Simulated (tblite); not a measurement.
(GeH3)2PPF2, F2Ge2H6P2.
Structure used (GFN2-xTB), in Å, numbered top down from 1:
```
atom  x, y, z in Å
F1     2.4398   -1.3260    1.2461
P2     0.8256   -1.2889    1.1620
F3     0.6893   -2.8456    0.7458
P4     0.6457   -0.4295   -0.8278
Ge5   -1.6550   -0.5488   -0.6130
Ge6    0.8628    1.6703    0.1186
H7    -2.3193    0.2995   -1.6559
H8    -2.2006   -0.1166    0.7202
H9    -2.1051   -1.9609   -0.8361
H10    0.0716    1.8952    1.3772
H11    0.4445    2.7286   -0.8578
H12    2.3018    1.9221    0.4535
```

Method: GFN2-xTB as coded in tblite; computed harmonic values from a numerical Hessian at the method's own geometry, unscaled. This tight-binding method is rough: wavenumbers can miss measured ones by several per cent, in bad cases by 10 to 20. Modes of hydrogen on germanium can be 10 to 20 % off. One conformer, not necessarily the lowest.

How many normal modes are there?

12 atoms, non-linear: 3N − 6 = 30.

What is the point group of the computed structure, and how do the modes divide by symmetry?

Cs. The vibrations span 16 a′ + 14 a″.

How many distinct wavenumbers does the calculation give?

30: Cs has no degenerate species.

How many fundamentals are allowed in the infrared by symmetry?

30 of 30: in Cs every mode is allowed. All fundamentals are allowed in the Raman spectrum.

How large is the harmonic zero-point energy?

½Σν̃ = 11277 cm⁻¹ = 134.9 kJ/mol (30 modes); those above 1550 cm⁻¹ give 71.6 kJ/mol of it.

What thermal excitation has the softest real mode at 298.15 K?

29.7 cm⁻¹ is a vibrational temperature θ of 43 K. The population of v = 1 over v = 0 is exp(−θ/T) = 0.87, and the mean quantum number is 6.5.

The run took 0.74 s on Arm Neoverse N1, one thread (shared host). This covers the Hessian and the dipole derivatives.
